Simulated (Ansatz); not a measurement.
```yaml
crystal:
  periodic: [false, false, false]
  atoms:
    - {symbol: As, position_ang: [-1.177783, 1.693080, 0.108288]}
    - {symbol: As, position_ang: [-0.356886, -0.819021, -1.665846]}
    - {symbol: As, position_ang: [2.431042, -0.544006, 0.013910]}
    - {symbol: As, position_ang: [-0.430799, -1.078355, 1.485924]}
    - {symbol: O, position_ang: [-1.352790, 0.596829, -1.341699]}
    - {symbol: O, position_ang: [1.226850, -0.096400, -1.312145]}
    - {symbol: O, position_ang: [0.499915, 1.978052, 0.168021]}
    - {symbol: O, position_ang: [-0.597124, -1.782398, -0.160478]}
    - {symbol: O, position_ang: [-1.411434, 0.378418, 1.358693]}
    - {symbol: O, position_ang: [1.169000, -0.326189, 1.345323]}
basis:
  gaussian: {orbitals: def2-TZVP, initial_orbitals: start.molden}
total_charge: 1
magnetization: {spin_polarized: true, initial_magnetization: 3}
hamiltonian: {xc: pbe0, dispersion: d4}
scf: {omitted_lower_state_checks: [starts]}
output: {orbitals: {seedname: orbitals}}
```

The file start.molden holds the orbitals of an earlier run on this structure, at another level or in another basis.

```sh
$ ansatz run in.yaml --threads 4 --pin off --events-out ev --progress --plain --max-ram 6963MiB
```

Q: Does this run fit into the memory that it is given?

A: No. It has 378 basis functions, and Ansatz plans for 6.83 GiB where 6.79 GiB are given.
